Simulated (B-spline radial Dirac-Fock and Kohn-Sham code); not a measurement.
# Run log: Bi

ΔSCF core binding energies without Breit or QED terms, calculated with an atomic code on a B-spline grid. Keys: rel is the Hamiltonian (dirac, or spin-free x2c and nr, where L3 and M5 stand for the whole 2p and 3d shells), method is hf or an exchange,correlation pair (spin-unpolarised, also for the hole states), nuc the nuclear model, radius_factor scales its radius, rmax is the box in bohr, h the logarithmic mesh step, order the B-spline order, points the quadrature points per cell, c_factor scales the speed of light, and damp, ndamp, maxit and tol steer the iteration. The run stops when the commutator error falls below 10·tol·max(1, Z/10), or the numerical noise floor, and the energy has settled to about 1e-8 Ha; the virial ratio is −V/T.

Input (task.json):

```json
{"items": [{"Z": 83, "q": 0, "cfg": [[1, 0, 2], [2, 0, 2], [2, 1, 6], [3, 0, 2], [3, 1, 6], [3, 2, 10], [4, 0, 2], [4, 1, 6], [4, 2, 10], [4, 3, 14], [5, 0, 2], [5, 1, 6], [5, 2, 10], [6, 0, 2], [6, 1, 3]], "A": 209, "rrms": 5.5211, "do": "settings", "holes": ["K", "L3", "M5"],
  "settings": [{"rel": "dirac", "method": "hf", "nuc": "fermi", "radius_factor": 1.0, "rmax": 45.0, "h": 0.3, "order": 8, "points": 10, "c_factor": 1.0, "maxit": 3, "damp": 0.5, "ndamp": 3, "tol": 1e-08}]}]}
```

Command: `python xray2_run.py task.json out`

Ground-state iterations:

```
iter   energy (Ha)        error
   1   -21564.29938926  2.24e+00
   2   -21565.02800765  2.27e-01
   3   -21565.66665820  3.50e-02
```

The ground state had not converged after 3 iterations, with total energy -21565.66666 Ha, virial ratio 1.85674 and highest orbital energy -7.16 eV. ΔSCF binding energies: K (1s) 91044.6 eV, L3 (2p3/2) 13467.2 eV, M5 (3d5/2) 2592.3 eV (not all states converged, so these are not final).

**Question.** One setting is unsound. Which, and why?

**Answer.** maxit ends the run before self-consistency. With the default settings (Dirac Hartree-Fock): The ground state converged in 10 iterations, with total energy -21565.66964 Ha, virial ratio 1.85649 and highest orbital energy -7.11 eV. ΔSCF binding energies: K (1s) 91044.6 eV, L3 (2p3/2) 13467.2 eV, M5 (3d5/2) 2592.3 eV.
